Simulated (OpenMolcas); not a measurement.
A calculation on Pb.

- Program: OpenMolcas 26.06
- Method: CASSCF
- Basis: ANO-RCC-VQZP [9s8p6d4f3g]
- Scalar Hamiltonian: DKH2, point nucleus
- Active space: 4 electrons in 4 orbitals (6s 6p)
- State averaging: 2S+1 = 3 even, 3 roots; 2S+1 = 1 even, 6 roots; 2S+1 = 5 odd, 1 root; 2S+1 = 3 odd, 5 roots (0 in the spin-orbit step)
- Spin-orbit coupling: RASSI with atomic mean-field integrals over the reference wave functions, term energies averaged over their components

**Question.** Which level of the active space comes out lowest?

**Answer.** 6s2 6p2 3P0, with 88 % of that term; it is also the measured ground level.

**Question.** How high does 6s2 6p2 3P2 [71 %] lie?

**Answer.** 10277 cm-1 above the lowest level; measured 10650 cm-1 above the ground level, so the calculation is off by -4 %.

**Question.** How high does 6s2 6p2 1D2 [71 %] lie?

**Answer.** 20329 cm-1 above the lowest level; measured 21458 cm-1 above the ground level, so the calculation is off by -5 %.

**Question.** How high does 6s 6p3 5S* 2 lie?

**Answer.** 49066 cm-1 above the lowest level.

Measured values: NIST Handbook of Basic Atomic Spectroscopic Data.

Some high roots are left out of the spin-orbit mixing, which shifts the levels that they would mix with. Terms of s pⁿ other than that of highest spin mix with s² pⁿ⁻² d, which this space lacks; all of them can be thousands of cm-1 off, and some have no real level of that name. Spin-orbit splittings of 6p shells tend to come out small when the coupling is added on scalar orbitals. Measured partners are found by configuration, term and J. A level has none where our copy of the source lacks it or the pairing is in doubt (some pairs that miss far off the trend of their configuration count as doubtful), and it then counts in no deviation. Where the source uses jj or jK labels, the order within each J decides. Only configurations of the active space appear.

A share in square brackets marks a mixed level and gives the weight of the term that names it. * marks odd parity.
